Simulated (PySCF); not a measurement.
Orbital energies, ionisation energy and electron affinity

Compound: (Br2Al-mu-H)2.
Structure used (PBE0-D3(BJ)/def2-SVP), in Å, numbered top down from 1:
```xyz
8
Al2Br4H2 angstrom
Al    -0.140   -0.242   -1.259
Br     1.710   -0.601   -2.455
Br    -2.228   -0.245   -2.045
H     -0.061   -1.154    0.210
Al     0.174    0.222    1.237
Br    -1.676    0.579    2.432
Br     2.262    0.224    2.028
H      0.098    1.132   -0.232
```

Level: CAM-B3LYP/def2-SVPD (PySCF). Frontier orbitals with their largest atomic shares (Löwdin; up to four atoms above 4 %):

```
orbital  ε (eV)                              main atoms
 HOMO−3  -10.38  Br2 23 %, Br6 23 %, Br7 22 %, Br3 22 %
 HOMO−2  -10.35  Br3 24 %, Br7 24 %, Br2 22 %, Br6 22 %
 HOMO−1  -10.20  Br2 21 %, Br6 21 %, Br7 18 %, Br3 18 %
   HOMO  -10.06                                       ?
   LUMO   -0.96  Al1 18 %, Al5 18 %, Br7 12 %, Br3 12 %
 LUMO+1   -0.18    Al5 32 %, Al1 32 %, Br7 7 %, Br3 7 %
 LUMO+2   -0.11    Al5 21 %, Al1 21 %, H4 10 %, H8 10 %
```

Task: What vertical ionisation energy does ΔSCF give, and how far is −ε(HOMO) from it?

Result: ΔSCF: 10.82 eV (1044 kJ/mol; threshold wavelength 115 nm); ⟨S²⟩ of the doublet left behind is 0.757, against 0.75 for a pure doublet. −ε(HOMO) is 10.06 eV, 0.76 eV below it. For the exact functional −ε(HOMO) would equal the first vertical ionisation energy; CAM-B3LYP (range-separated hybrid) falls short of its own ΔSCF value by 7 %.

Task: On which atoms does the HOMO lie?

Result: Br6 (bromine bonded to Al) 25 %, Br2 (bromine bonded to Al) 25 %, Br3 (bromine bonded to Al) 24 %, Br7 (bromine bonded to Al) 24 %, so no atom holds as much as 40 %. The HOMO−1 lies 0.14 eV lower.

Task: And the vertical electron affinity, the fundamental gap, Mulliken's electronegativity and the hardness (with the factor ½)?

Result: EA = 0.44 eV by ΔSCF (−ε(LUMO) = 0.96 eV). IE − EA = 10.38 eV against an orbital gap of 9.10 eV; (IE + EA)/2 = 5.63 eV; (IE − EA)/2 = 5.19 eV.

Task: With α = 134.0 au, estimate the like-pair dispersion coefficient by London's formula C6 = (3/4)α²I.

Result: I = 0.3976 Eh, so C6 ≈ 5350 au, a rough estimate.

Task: How many of the 15 lowest singlet excitations (vertical TDDFT, same level) lie below the ionisation energy?

Result: All 15; they run from 6.17 to 7.43 eV.

Task: Shift the occupied levels rigidly so that −ε(HOMO) equals the ΔSCF value. What binding energies result?

Result: The shift is +0.76 eV: HOMO 10.82, HOMO−1 10.96, HOMO−2 11.11, HOMO−3 11.14 eV. A rigid shift is only a rough guide to the deeper ionisations.

Task: The lowest singlet excitation (vertical TDDFT, same level) lies at 6.17 eV. How far is it below IE − EA?

Result: IE − EA = 10.38 eV, so by 4.21 eV.

Geometry: PBE0-D3(BJ)/def2-SVP; no solvent, vibrations or thermal averaging. The calculation is non-relativistic, for bromine too.

The run behind these numbers computed excited states and ΔSCF ions as well. The run took 11 min wall (grids of density and orbitals included) on an Intel Xeon at 2.50 GHz with one thread, shared host with 64 logical CPUs at a one-minute load of 59, and the process peaked at 1.5 GiB of memory.
